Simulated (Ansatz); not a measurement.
The same atomization along the group Mg, Zn, Cd.

Program: Ansatz. Geometries: PBE0-D4/def2-TZVP. ΔE: electronic, gas phase. CCSD(T)/CBS is the MP2 limit (def2-TZVPP, def2-QZVPP) plus CCSD(T) − MP2 in def2-TZVPP, frozen cores. This one scheme is used for every species, atoms too. Open shells (•) are unrestricted, without spin–orbit coupling. Spin–orbit coupling would lower the free atoms: a little for C; clearly for Br. def2 core potentials past Kr. Bonds to Br, Cd, Mg, Zn are less sure, by a few kJ/mol each and by 10 to 20 or more in all where they break to atoms, as the def2 sets lack core-valence functions. Scalar relativity is left out up to krypton.

| reaction | MP2/CBS(def2) (kcal/mol) |
| --- | --- |
| `[CH3][Mg][Br]` → Br• + C• + 3 H• + Mg (atom) | 450.5 |
| `[CH3][Zn][Br]` → Br• + C• + 3 H• + Zn (atom) | 436.4 |
| `[CH3][Cd][Br]` → Br• + C• + 3 H• + Cd (atom) | 415.4 |

Question: Give the CCSD(T)/CBS values in the same order. (Best estimate.)

Answer: Ansatz gave: 443.7, 428.2, 410.8 kcal/mol.

Largest T1 diagnostic: 0.017, for Zn (atom).

For atomizations the MP2-based limit and the directly extrapolated one differ by several kJ/mol either way, and by 10 to 25 for some Ge, Se and Sn compounds, so smaller differences from it don't rank the levels.
